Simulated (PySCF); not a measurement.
Molfile (atoms numbered from 1):
```
C4H9FOSi
     RDKit          3D

 16 16  0  0  0  0  0  0  0  0999 V2000
    2.0827   -0.5006   -0.0695 C   0  0  0  0  0  0  0  0  0  0  0  0
    0.7059   -0.1562    0.4471 C   0  0  2  0  0  0  0  0  0  0  0  0
   -0.4199   -0.4320   -0.5585 C   0  0  0  0  0  0  0  0  0  0  0  0
   -1.6656    0.3132   -0.1077 C   0  0  1  0  0  0  0  0  0  0  0  0
   -2.2666   -0.3765    0.9399 F   0  0  0  0  0  0  0  0  0  0  0  0
   -0.8642    1.9077    0.5824 Si  0  0  0  0  0  4  0  0  0  0  0  0
    0.6589    1.2293    0.7794 O   0  0  0  0  0  0  0  0  0  0  0  0
    2.8459   -0.2613    0.6844 H   0  0  0  0  0  0  0  0  0  0  0  0
    2.3039    0.0798   -0.9787 H   0  0  0  0  0  0  0  0  0  0  0  0
    2.1525   -1.5727   -0.3095 H   0  0  0  0  0  0  0  0  0  0  0  0
    0.5015   -0.7413    1.3644 H   0  0  0  0  0  0  0  0  0  0  0  0
   -0.1176   -0.0459   -1.5487 H   0  0  0  0  0  0  0  0  0  0  0  0
   -0.6226   -1.5101   -0.6665 H   0  0  0  0  0  0  0  0  0  0  0  0
   -2.4019    0.4184   -0.9204 H   0  0  0  0  0  0  0  0  0  0  0  0
   -1.4667    2.3542    1.8689 H   0  0  0  0  0  0  0  0  0  0  0  0
   -0.8203    3.0439   -0.3845 H   0  0  0  0  0  0  0  0  0  0  0  0
  1  2  1  0
  2  3  1  0
  3  4  1  0
  4  5  1  0
  4  6  1  0
  6  7  1  0
  7  2  1  0
  1  8  1  0
  1  9  1  0
  1 10  1  0
  2 11  1  1
  3 12  1  0
  3 13  1  0
  4 14  1  6
  6 15  1  0
  6 16  1  0
M  END
```

Geometry: PBE0-D3(BJ)/def2-SVP; GIAO absolute shieldings from PySCF, gas phase, non-relativistic, averaged over equivalent atoms.

At B3LYP/pcSseg-1 (171 basis functions, 37 s wall time on 1 thread of an Arm Neoverse N1, shared host):
| atoms | σ (ppm) |
| --- | --- |
| C4 | 86.8 |
| C2 | 102.5 |
| C3 | 131.2 |
| C1 | 154.3 |
| F5 | 411.8 |
| Si6 | 337.1 |
| O7 | 270.8 |
| H15 | 26.35 |
| H16 | 26.46 |
| H14 | 26.49 |
| H11 | 27.14 |
| H13 | 29.13 |
| H8/H9/H10 | 30.03 |
| H12 | 30.34 |

Question: Estimate the result of repeating the calculation with PBE0/pcSseg-1.

Answer: 
```
    atoms  σ at PBE0/pcSseg-1  change
       C4                94.0    +7.2
       C2               109.6    +7.1
       C3               137.8    +6.6
       C1               160.2    +5.9
       F5               416.3    +4.5
      Si6               346.3    +9.2
       O7               276.8    +6.0
      H15               26.15   -0.20
      H16               26.27   -0.19
      H14               26.36   -0.13
      H11               27.04   -0.10
      H13               29.01   -0.12
H8/H9/H10               29.92   -0.11
      H12               30.21   -0.13
```

The largest change is at Si6 (silicon bonded to C, O, 2 H, in a 5-membered ring). Cost: 171 basis functions, 54 s wall time on 1 thread of an Arm Neoverse N1, shared host. The order of the carbon signals is the same at both levels.
